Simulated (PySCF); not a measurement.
Si(Cl)3(OH) (Cl3HOSi), SMILES O[Si](Cl)(Cl)Cl. Atoms are numbered in the order given.

```xyz
6

O      0.1069    -1.9015     0.0000
Si     0.0159    -0.2699     0.0000
Cl    -0.9726     0.4182    -1.6513
Cl     1.9239     0.4218     0.0000
Cl    -0.9726     0.4182     1.6513
H     -0.7168    -2.4001     0.0000
```

Coordinates come from a PBE0-D3(BJ)/def2-SVP optimisation. Other conformers were not sampled.

Level of theory: B3LYP/def2-TZVP (PySCF).

Atomic charges (e):

```csv
atom,Löwdin,Mulliken,IAO
O1,-0.09,-0.48,-0.79
Si2,-0.91,0.73,1.28
Cl3,0.26,-0.20,-0.30
Cl4,0.29,-0.19,-0.28
Cl5,0.26,-0.20,-0.30
H6,0.19,0.33,0.39
```

Q: Give the Mayer and Wiberg (Löwdin basis) orders of the bonds. (Estimate from the structure and the level; the computed values follow.)

A: 
| bond | Mayer | Wiberg |
|---|---|---|
| O1–Si2 | 1.25 | 1.74 |
| Si2–Cl3 | 1.19 | 1.85 |
| Si2–Cl4 | 1.22 | 1.88 |
| Si2–Cl5 | 1.19 | 1.85 |
| O1–H6 | 0.87 | 1.00 |
